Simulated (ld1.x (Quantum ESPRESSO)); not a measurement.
**Building the TM potential for Dy (PBE, scalar-relativistic).**

```json
{"Element": "Dy (Z = 66)", "Generator": "ld1.x (Quantum ESPRESSO) 7.5", "Type": "norm-conserving Troullier–Martins (Kleinman–Bylander form)", "Functional": "PBE", "Relativity": "scalar-relativistic", "Frozen core": "[Kr] 4d10 5s2", "Valence charge": "18", "Reference configuration": "4f10 5p6 5d0 6s1 6p0 (charge +1)", "Partial waves": "5p (bound): rc 1.65 bohr; 5d (bound, empty): rc 2.00 bohr; 4f (bound): rc 0.90 bohr; 6s (bound): rc 3.05 bohr", "Local potential": "the s channel", "Core correction": "none"}
```

Question: Estimate the cutoffs (Ry, on a coarse ladder) from which the occupation-weighted sum of valence levels, in a spherical-Bessel basis at the reference potential, stays within 10 and 1 mRy of its value at 400 Ry.

Answer: over 300 Ry and over 300 Ry.

Question: Does the potential have ghost states?

Answer: No extra level below or beside the all-electron valence levels (p, d, f, s tested).

Question: Which valence shell sets the plane-wave cutoff?

Answer: 4f: its level needs over 300 Ry to come within 1 mRy, against 60 Ry for 5p.

Question: Tests: 4f10 5p6 5d0 6s2 6p0; 4f10 5p6 5d0 6s0 6p0; 4f9 5p6 5d0 6s0 6p0; 4f10 5p6 5d0 6s1.5 6p0; 4f10 5p6 5d0 6s1 6p1; 4f8 5p6 5d0 6s0 6p0; 4f9 5p6 5d0 6s2 6p0. Which has the largest error in its energy relative to the reference configuration, and how large is it?

Answer: 4f8 5p6 5d0 6s0 6p0, with -5549 meV (all-electron minus pseudo) on +82.02 eV.
